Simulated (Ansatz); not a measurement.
Isolated molecules relaxed with PBE0-D4/def2-TZVP in Ansatz; ΔE leaves out vibrations. CCSD(T)/CBS is the MP2 limit (def2-TZVPP, def2-QZVPP) plus CCSD(T) − MP2 in def2-TZVPP, frozen cores. This one scheme is used for every species. Functionals use def2-TZVPP. HSE06 is defined as in plane-wave codes. For Ga outer-core shells are correlated without core-valence functions, which leaves a few kJ/mol of doubt a bond. Scalar relativity is left out up to krypton. One conformer a species, not always the lowest.

Reaction (formal hydrolysis of a Ga–N bond): `[F][Ga]([F])[NH][GaH2]` + H₂O → `[OH][Ga]([F])[F]` + `[NH2][GaH2]`

Q: Is it downhill or uphill in electronic energy at CCSD(T)/CBS, and by how much? (Estimate.)

A: The calculation gave: Uphill: ΔE = +7.6 kJ/mol.

Q: What do these levels give: B97M-V, HSE06-D4, CAM-B3LYP-D4, ωB97X-V, PBE, r2SCAN, r2SCANh, CCSD(T)/def2-SVP, HF/def2-TZVPP, MP2/def2-TZVPP, SCS-MP2/def2-TZVPP, CCSD/CBS(def2)? (An estimate is asked.)

A: The calculation gave: B97M-V -6.4, HSE06-D4 2.2, CAM-B3LYP-D4 -1.9, ωB97X-V -2.5, PBE -5.5, r2SCAN -4.6, r2SCANh -3.2, CCSD(T)/def2-SVP -2.3, HF/def2-TZVPP -4.5, MP2/def2-TZVPP 3.6, SCS-MP2/def2-TZVPP 1.0, CCSD/CBS(def2) 7.0 kJ/mol.

Largest T1 diagnostic among the species: 0.015.

From r2SCAN to r2SCAN0 (25 % exact exchange), in def2-TZVPP and without D4, ΔE moves by +3.3 kJ/mol. At CCSD(T), def2-SVP lies −9.9 kJ/mol from the extrapolated value and def2-TZVPP −4.9 kJ/mol. The D4 term adds +7.0 kJ/mol with B3LYP and +3.9 kJ/mol with PBE0; it sums over pairs of atoms, weighted by their polarisabilities, and B3LYP, whose exchange is more repulsive, gets the larger term.

B3LYP here is the variant with VWN-RPA as its local correlation; programs differ in this.
